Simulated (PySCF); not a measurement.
# What a mistake does to a calculation on AlB2CH5

Calculated results; nothing here was measured. The program is PySCF 2.14.0, an open-source quantum chemistry code, run on an isolated molecule that a program drew, which may never have been made. The molecule is AlB2CH5 (charge 0, singlet), drawn as the SMILES string `BB=[CH][AlH2]`.

Each row is a Hartree-Fock (HF) and frozen-core CCSD(T) single point in the cc-pV(D+d)Z basis, meant for a local HF minimum. Run 1 is clean. Each other run has one planted mistake out of seven kinds, and not every kind appears here: one electron removed, one electron added, multiplicity raised by two, geometry at a saddle point, minimal basis STO-3G, one bond length entered in bohr, all coordinates scaled. The reference is restricted for singlets and unrestricted otherwise, and also for a bond in bohr. Adding or removing an electron swaps singlet and doublet. Electrons count all cores. HOMO and LUMO are orbital energies over both spins, the gradient is its largest component, and the lowest frequency (negative if imaginary) is given only where the gradient is small. Bond lengths are over the 8 bonds as drawn. T1 is the CCSD diagnostic: over 0.02 (restricted) or 0.045 (unrestricted) a single reference is doubtful.

Geometry of the clean run:
```xyz
9
AlB2CH5, angstrom
B    -2.0510   -0.7718   -2.1327
B    -0.4078   -0.4858   -2.0453
C     0.9268   -0.1426   -1.9139
Al    1.1760    1.5494   -1.0085
H    -2.4730   -1.7653   -2.6525
H    -2.8299    0.0146   -1.6757
H     1.7810   -0.7156   -2.2585
H     2.6295    2.1184   -0.7599
H    -0.0938    2.3570   -0.5198
```

```
run  electrons  basis functions  <S^2>  HOMO (eV)  LUMO (eV)  gradient (hartree/bohr)  lowest frequency (cm^-1)  mean bond (Å)  longest bond (Å)      T1  HF (hartree)  CCSD(T) (hartree)               mistake
  1         34               90  0.000      -9.28       0.70                  2.8e-05                        89         1.4541             1.935  0.0167    -332.00021         -332.41782              no fault
  2         34               29  0.000      -6.57       5.57                  5.4e-02                         -         1.4541             1.935  0.0159    -327.97332         -328.19724  minimal basis STO-3G
  3         33               90  0.755     -16.03      -6.84                  4.8e-02                         -         1.4541             1.935  0.0137    -331.71158         -332.07743  one electron removed
  4         34               90  2.013      -6.54      -0.87                  1.5e-01                         -         1.4541             1.935  0.0156    -331.92251         -332.30893                     ?
  5         34               90  0.736      -9.22       0.24                  2.0e-02                         -         1.5873             2.264  0.0662    -331.88104         -332.29852                     ?
```

**Which mistake was planted in run 4, and what did it cost?**

Electrons, basis and geometry are unchanged, and <S^2> is 2.013, beside S(S+1) = 2.00 for a multiplicity of 3. So the mistake is: multiplicity raised by two. Subtracting run 1 and multiplying by 627.51 kcal/mol a hartree, the energy moved by 48.8 kcal/mol in HF and 68.3 kcal/mol in CCSD(T).

**Which mistake was planted in run 5, and what did it cost?**

The mean bond changes by a factor of 1.092 and the longest by 1.170, so the molecule wasn't scaled as a whole. A length L in bohr read as angstrom grows by (1/0.5292 - 1) L = 0.890 L. The 8 bonds together grew by 8 x 0.1332 = 1.066 Å, which gives L = 1.198 Å. That is the length of one of the B-H bonds, 1.198 Å in the clean geometry. So the mistake is: one bond length entered in bohr. Subtracting run 1 and multiplying by 627.51 kcal/mol a hartree, the energy moved by 74.8 kcal/mol in HF and 74.9 kcal/mol in CCSD(T).

Cautions from the logs. Run 5: T1 is over the limit, so its CCSD(T) energy is less reliable.
